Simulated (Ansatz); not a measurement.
Molecule: silylphosphine, sum formula SiPH5, net charge 0, singlet state. SMILES: P[SiH3]
Geometry: optimised at B3LYP-D3(BJ)/def2-TZVP (Ansatz, an electronic-structure program).

Quantity: atomisation energy (electronic, to ground-state atoms), in kcal/mol. Correlated levels leave the core frozen unless marked. Open shells are spin-unrestricted. Spin-orbit coupling is left out. No relativistic terms. The coupled-cluster limit lacks core correlation, which all-electron functionals hold. CBS(X,Y): correlation extrapolated as X^-3; Hartree-Fock from the larger set. The bracket is a focal-point correction in the basis named.

| level | program | atomisation energy (kcal/mol) |
|---|---|---|
| HF/6-31G* | Ansatz | 327.0 |

**Question.** What does RI-MP2/CBS(aug-cc-pV(T+d)Z,aug-cc-pV(Q+d)Z)+[CCSD(T)-MP2]/aug-cc-pV(T+d)Z (Ansatz) give?

**Answer.** 458.3 kcal/mol
